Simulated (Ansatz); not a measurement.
Ansatz (a program for electronic structure) input (LC-wPBE/def2-TZVPD):

Ansatz 0.2 input:
```yaml
crystal:
  periodic: [false, false, false]
  atoms:
    - {symbol: Si, position_ang: [0.78719875, 0.59393854, -0.30307161]}
    - {symbol: C, position_ang: [1.48944013, -0.97457061, -0.58849572]}
    - {symbol: F, position_ang: [1.33899123, 1.71366736, 0.79757253]}
    - {symbol: N, position_ang: [-0.84116281, 0.36860948, 0.31974756]}
    - {symbol: Si, position_ang: [-1.66101570, -1.10240287, 0.02395392]}
    - {symbol: H, position_ang: [0.77617160, 1.44498153, -1.53716733]}
    - {symbol: H, position_ang: [2.16848524, -1.12854320, -1.42309018]}
    - {symbol: H, position_ang: [1.55431300, -1.73862849, 0.18178005]}
    - {symbol: H, position_ang: [-1.28824382, 1.06625982, 0.89627310]}
    - {symbol: H, position_ang: [-3.03942368, -0.91640163, 0.61254994]}
    - {symbol: H, position_ang: [-1.14523010, -2.32492633, 0.69606618]}
    - {symbol: H, position_ang: [-1.89205725, -1.44008997, -1.40417536]}
basis:
  gaussian:
    orbitals: def2-TZVPD
hamiltonian:
  xc: {name: LC-wPBE}
total_charge: -1
output: {forces: true}
```

End of the output:

```
integrals: 0.30 GiB planned
1457 factors; their error is unknown
integrals: 0.34 GiB planned
695 factors; integrals over basis functions are off by at most 4.0e-5 eV
mean field: 2.14 GiB planned
mean field evaluation 1: about -21106.5501 eV, gradient 4.8e1 eV
mean field evaluation 2: about -21108.0614 eV, gradient 4.0e1 eV
mean field evaluation 4: about -21111.4532 eV, gradient 2.3e0 eV
mean field evaluation 8: about -21111.4666 eV, gradient 1.5e-1 eV
mean field evaluation 16: about -21111.4450 eV, gradient 3.6e-4 eV
mean field -21111.44503375 eV, -775.8312951389 hartree, gradient 3.5e-5 eV, S^2 0.000000; 0 other end points of the search recorded, 0 dependent functions left out
the calculation of the forces begins
reference -21111.44503376 eV, -775.8312951393 hartree; 29, 29 occupied and 234, 234 virtual orbitals, 1457 factors
Total energy: -21111.44503376 eV, -775.8312951393 hartree
Atom 0 at     0.787199     0.593939    -0.303072 Å, force    -0.089109    -0.269377     0.025507 eV/Å
Atom 1 at     1.489440    -0.974571    -0.588496 Å, force    -0.060801     0.215010     0.049332 eV/Å
Atom 2 at     1.338991     1.713667     0.797573 Å, force    -0.015600    -0.074322    -0.064041 eV/Å
Atom 3 at    -0.841163     0.368609     0.319748 Å, force    -0.015997     0.012686     0.043929 eV/Å
Atom 4 at    -1.661016    -1.102403     0.023954 Å, force     0.075421     0.165511     0.063779 eV/Å
Atom 5 at     0.776172     1.444982    -1.537167 Å, force    -0.002116     0.039291     0.001564 eV/Å
Atom 6 at     2.168485    -1.128543    -1.423090 Å, force     0.011729     0.016729    -0.009017 eV/Å
Atom 7 at     1.554313    -1.738628     0.181780 Å, force    -0.022847    -0.024727     0.018143 eV/Å
Atom 8 at    -1.288244     1.066260     0.896273 Å, force     0.055886    -0.080191    -0.088487 eV/Å
Atom 9 at    -3.039424    -0.916402     0.612550 Å, force     0.026302    -0.011620    -0.025365 eV/Å
Atom 10 at    -1.145230    -2.324926     0.696066 Å, force     0.026651     0.004272     0.006127 eV/Å
Atom 11 at    -1.892057    -1.440090    -1.404175 Å, force     0.010480     0.006738    -0.021471 eV/Å
Dipole moment:    -0.647935     0.230375     0.275701 e Å
```

It need not be the lowest isomer of its formula. Whether it binds its extra electron was not tested at this geometry.
